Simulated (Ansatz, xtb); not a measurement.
**Relative energy of two isomers of FH7NSiSn+**

Structure a is `F[SiH2][NH2+][SnH3]`, a singlet and structure b is `[NH3+][SnH2][SiH2]F`, a singlet. Both are isolated ions in the gas phase, relaxed with PBE0-D3(BJ)/def2-SVP; the shapes shown needn't be the lowest conformers.

a (Å):

```xyz
11

F    -0.5428   -0.9818    2.3503
N    -0.9374    1.0219    0.6504
Si   -0.9970   -0.8064    0.8094
Sn    0.2403    2.0300    2.3099
H     0.0302   -1.3332   -0.1079
H    -2.3933   -1.2402    0.6218
H    -1.8782    1.4325    0.6608
H    -0.5242    1.3112   -0.2436
H     1.6675    1.1246    2.2389
H    -0.8181    1.7961    3.6069
H     0.2878    3.5820    1.6242
```

b (Å):

```yaml
atoms:
  - { symbol: F, position_ang: [1.9925, -1.3971, -0.9575] }
  - { symbol: N, position_ang: [-0.0952, -0.5808, 0.8881] }
  - { symbol: Si, position_ang: [1.0328, -1.5003, -2.2853] }
  - { symbol: Sn, position_ang: [-1.1638, -0.8039, -1.0961] }
  - { symbol: H, position_ang: [-0.1374, 0.3689, 1.2690] }
  - { symbol: H, position_ang: [0.8955, -0.8096, 0.7325] }
  - { symbol: H, position_ang: [-0.4481, -1.2113, 1.6139] }
  - { symbol: H, position_ang: [-2.3264, -1.9560, -0.6342] }
  - { symbol: H, position_ang: [-1.7844, 0.7736, -1.2327] }
  - { symbol: H, position_ang: [0.9824, -2.9001, -2.7647] }
  - { symbol: H, position_ang: [1.4564, -0.5024, -3.2937] }
```

Quicker runs give these differences E(b) − E(a): GFN2-xTB −4.4 kcal/mol; HF/STO-3G +21.2 kcal/mol (at GFN2-xTB geometries); r2SCAN-D4/def2-SVP +2.3 kcal/mol (at GFN2-xTB geometries).

**Question.** Estimate which is lower in electronic energy at CCSD(T)/def2-SVP + ΔMP2/def2-TZVPP, and by roughly how much.

**Answer.** The CCSD(T)/def2-SVP + ΔMP2/def2-TZVPP calculation puts structure a lower, by 2.3 kcal/mol.

The same difference at several levels:

```
                             level              geometry  E(b) − E(a) (kcal/mol)  departure from the last row (kcal/mol)  job, with rough time for the two
                          GFN2-xTB              GFN2-xTB                      −4.4                                    −6.7              optimisation, 0.33 s
                         HF/STO-3G              GFN2-xTB                     +21.2                                   +18.8              single point, 0.96 s
                r2SCAN-D4/def2-SVP              GFN2-xTB                      +2.3                                     0.0               single point, 4.9 s
              PBE0-D3(BJ)/def2-SVP  PBE0-D3(BJ)/def2-SVP                      −2.4                                    −4.7             optimisation, 2.5 min
                       HF/def2-SVP  PBE0-D3(BJ)/def2-SVP                      +2.7                                    +0.4           part of the CCSD(T) run
                      MP2/def2-SVP  PBE0-D3(BJ)/def2-SVP                      +2.9                                    +0.5           part of the CCSD(T) run
                  CCSD(T)/def2-SVP  PBE0-D3(BJ)/def2-SVP                      +1.9                                    −0.4                      single point
CCSD(T)/def2-SVP + ΔMP2/def2-TZVPP  PBE0-D3(BJ)/def2-SVP                      +2.3                                                        single point, 47 s
```

As drawn, b has 1 Si–Sn, 1 N–H in place of 1 N–Si, 1 Sn–H.

GFN2-xTB, PBE0-D3(BJ)/def2-SVP put the two in the other order. The largest departure from CCSD(T)/def2-SVP + ΔMP2/def2-TZVPP is that of HF/STO-3G, 18.8 kcal/mol. The last row adds to CCSD(T) the change of the MP2 difference between the two basis sets, here +0.4 kcal/mol.

With harmonic frequencies from PBE0-D3(BJ)/def2-SVP (ideal gas, rigid rotor, one conformer each, 298.15 K, 1 atm): on the last row, ΔE + ΔZPE = +4.6 kcal/mol. A mode under 50 cm⁻¹ makes harmonic enthalpies and free energies unreliable, so none is given.

The correlated steps freeze 11 core orbitals; the filled d shell of Sn is correlated, in a basis made for valence electrons. Atoms past krypton carry core potentials in the def2 sets, other sets are all-electron and non-relativistic, and no spin–orbit term is included. Programs: Ansatz 0.2.0, xtb 6.7.1; the last row on 2 threads of Arm Neoverse V1 on a shared host.
